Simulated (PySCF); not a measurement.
Shapes and spin states of HRuO2

Method: PBE0/[Ru def2-TZVP with ECP28, O def2-TZVP, H def2-TZVP], scalar-relativistic core potentials, density fitting, no spin–orbit coupling, PySCF.

Relaxations began from a few typed shapes and spin states; open shells are unrestricted. The search is not exhaustive: other isomers or separated fragments can lie lower, and high-lying points may rest on an excited occupation.

Which is the lowest minimum found?
A. quartet C2v: Ru–H 1.593 Å, Ru–O 1.729 Å (×2); H–Ru–O 105.5° (×2), O–Ru–O 149.0°
B. quartet Cs: Ru–H 1.593 Å, Ru–O 1.689 Å (×2); H–Ru–O 102.2° (×2), O–Ru–O 115.8°
C. doublet (⟨S²⟩ 1.45) Cs: Ru–H 1.575 Å, Ru–O 1.685 Å (×2); H–Ru–O 101.1° (×2), O–Ru–O 115.3°
D. quartet C2v: Ru–H 1.642 Å, Ru–O 1.687 Å (×2); H–Ru–O 120.7° (×2), O–Ru–O 118.5°
E. doublet Cs: Ru–H 1.588 Å, Ru–O 1.655 Å (×2); H–Ru–O 105.4° (×2), O–Ru–O 139.8°
F. doublet C2v: Ru–H 1.591 Å, Ru–O 1.657 Å (×2); H–Ru–O 108.5° (×2), O–Ru–O 143.1°

E. The others lie at 2.9 (doublet C2v, a saddle point), 73.0 (quartet Cs), 78.0 (quartet C2v), 97.4 (doublet Cs), 224.2 (quartet C2v, a saddle point) kJ/mol above it.

For the lowest minimum: open d and f shells are described by one determinant, and the ground state may have another occupation or spin.
